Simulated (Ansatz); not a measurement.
A run for Ansatz (a program for electronic structure): U-PBE0/def2-TZVPP on TiH, 2S+1 = 6, a spin state set in the input, which need not be the lowest.

Ansatz 0.2 input:
```yaml
crystal:
  periodic: [false, false, false]
  atoms:
    - {symbol: Ti, position_ang: [0.00000000, 0.00000000, 0.00000000]}
    - {symbol: H, position_ang: [0.00000000, 0.00000000, 1.81500000]}
basis:
  gaussian:
    orbitals: def2-TZVPP
hamiltonian:
  xc: {name: PBE0}
magnetization: {spin_polarized: true, initial_magnetization: 5}
relax: {f_tol: 0.002, max_steps: 120}
```

Problem. Predict the final total energy.

Solution. -849.6470 hartree.

Problem. How many basis functions does it have, and what does it roughly cost on one machine?

Solution. 78 functions; about 70 core-seconds (a rough figure).
